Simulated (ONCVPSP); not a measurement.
**Ca: one change to an ONCV potential, before and after**

```
Element                 : calcium
Generator               : ONCVPSP 4.0.1
Type                    : optimised norm-conserving Vanderbilt (ONCV)
Functional              : PBE
Relativity              : scalar-relativistic
Frozen core             : [Ne]
Valence charge          : 10
Reference configuration : 3s2 3p6 4s2
Partial waves           : 3s+4s: rc 1.55 bohr, ncon 4, nbas 7, qcut 6.3 1/bohr, 3 projectors, debl 2.9 Ha; 3p: rc 1.55 bohr, ncon 5, nbas 10, qcut 10.2 1/bohr, 1 projector; d scattering state at 0.4 Ha: rc 1.65 bohr, ncon 4, nbas 7, qcut 6.9 1/bohr, 2 projectors, debl 2.4 Ha
Local potential         : polynomial inside 1.20 bohr (lpopt 5, dvloc0 0 Ha)
Core correction         : none
```

In the d channel the program set the typed energies aside and used 0.050, 2.450 Ha.

All-electron outer shells of the reference configuration (PBE, scalar-relativistic, ld1.x):

```csv
shell,level (eV),outermost node (bohr),outermost maximum (bohr)
3s,-47.09,0.45,0.99
3p,-28.01,0.42,1.04
4s,-3.77,1.43,3.42
```

Change: s: qcut 3.7.

Cutoffs: the cutoffs (Ha) at which the residual kinetic energy of the hardest occupied pseudo-wave falls to 1 and 0.1 mHa per electron; they do not see the model core or the augmentation charge, which bear on the density cutoff. Errors are all-electron minus pseudo energies relative to the spin-unpolarised reference configuration.

Question: What does the change do?

Answer: The potential gets harder (25 Ha and 35 Ha → 45 Ha and 54 Ha); of the 4 tests that both files solve, the error grows in 2 and shrinks in 0 by more than 15 % and 0.3 meV (median size 0.5 → 0.9 meV); neither file shows a bound ghost.

```csv
quantity,base,changed
"cutoff, loose",25 Ha,45 Ha
"cutoff, tight",35 Ha,54 Ha
loose cutoff by channel,"s 17 Ha, p 25 Ha","s 45 Ha, p 25 Ha"
bound ghosts,none,none
GHOST(+) flags under 300 eV,none,none
"error for 3s2 3p6 4s1, meV [ΔE 6.31 eV]",-0.2,-0.3
"error for 3s2 3p6 4s0, meV [ΔE 18.13 eV]",-0.8,-1.5
"error for 3s2 3p6 4s1.5, meV [ΔE 2.50 eV]",-0.1,-0.1
"error for 3s1 3p6 4s2, meV [ΔE 54.23 eV]",-36,-95
s: phases at 1.57 bohr within 0.05 rad from the reference energy up to (Ha; the scan ends near 5),to the end of the scan,to the end of the scan
p: phases at 1.57 bohr within 0.05 rad from the reference energy up to (Ha; the scan ends near 5),2.2,2.2
d: phases at 1.68 bohr within 0.05 rad from the reference energy up to (Ha; the scan ends near 5),to the end of the scan,to the end of the scan
```
